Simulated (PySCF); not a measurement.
Gas-phase reaction: 2 Ge2H6 + GeO2 ⇌ Ge2O2 + 3 GeH4

Method: PySCF energies plus ideal-gas RRHO corrections (1 bar). † marks an energy on the PBE0/def2-TZVP geometry and frequencies; other levels use their own. MP2 and CCSD(T) freeze the core. All species are closed-shell singlets. B3LYP is the form with VWN-RPA correlation. Ge: all electrons, no relativistic terms. GeO2, Ge2O2: computed as isolated molecules; such fragments, hydroxides, amides, oligomers or adducts are transient or little studied in the gas. MP2 isn't extrapolated to the basis-set limit. CCSD(T) isn't extrapolated to the basis-set limit. Warning, large T1 diagnostic: GeO2 (CCSD(T)/def2-SVP†).

```
level               ΔH°(298 K), kJ
------------------  --------------
B3LYP/def2-TZVP†              -258
CCSD(T)/def2-SVP†              [?]
M06-2X/def2-TZVP†             -287
MP2/def2-SVP†                 -209
MP2/def2-TZVPP†               -202
PBE/def2-SVP                  -217
PBE0/def2-TZVP                 [?]
r2SCAN/def2-TZVP†              [?]
ωB97M-V/def2-TZVP†             [?]
ωB97X-V/def2-TZVP†            -249
```

Task: What belongs in the gaps?

Result: 
- CCSD(T)/def2-SVP†, ΔH°(298 K), kJ: -237
- PBE0/def2-TZVP, ΔH°(298 K), kJ: -229
- r2SCAN/def2-TZVP†, ΔH°(298 K), kJ: -214
- ωB97M-V/def2-TZVP†, ΔH°(298 K), kJ: -272
